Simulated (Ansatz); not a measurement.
Start from `BC(C)=N` and change one atom or group to get `COC(C)=N`.

Ansatz, PBE0-D4/def2-TZVP geometries, multiplicity 1. Each molecule was computed in one conformer, which needn't be the lowest.

```
                                          property  `BC(C)=N`
                 HOMO energy (PBE/def2-TZVPP) / eV      -6.06
               HOMO energy (B3LYP/def2-TZVPP) / eV      -7.20
size of the dipole moment (ωB97M-V/def2-TZVPP) / D       1.62
             HOMO energy (ωB97M-V/def2-TZVPP) / eV      -9.75
               LUMO energy (B3LYP/def2-TZVPP) / eV      -2.26
                HOMO energy (PBE0/def2-TZVPP) / eV      -7.41
```

(1) Give the same properties after the change, and the shifts. (Estimate.)

Answers

(1) Computed: 
| property | `COC(C)=N` | shift |
| --- | --- | --- |
| HOMO energy (PBE/def2-TZVPP) / eV | -6.20 | -0.14 |
| HOMO energy (B3LYP/def2-TZVPP) / eV | -7.45 | -0.25 |
| size of the dipole moment (ωB97M-V/def2-TZVPP) / D | 1.32 | -0.30 |
| HOMO energy (ωB97M-V/def2-TZVPP) / eV | -10.00 | -0.25 |
| LUMO energy (B3LYP/def2-TZVPP) / eV | 0.58 | 2.84 |
| HOMO energy (PBE0/def2-TZVPP) / eV | -7.68 | -0.27 |

With PBE0 the HOMO falls by 0.27 eV and the LUMO rises by 2.90 eV, so the gap widens by about 3.17 eV. PBE moves the HOMO by -0.14 eV and ωB97M-V by -0.25 eV. Dipoles are sizes alone; their direction can turn.

B3LYP here is the variant with VWN-RPA as its local correlation; programs differ in this.
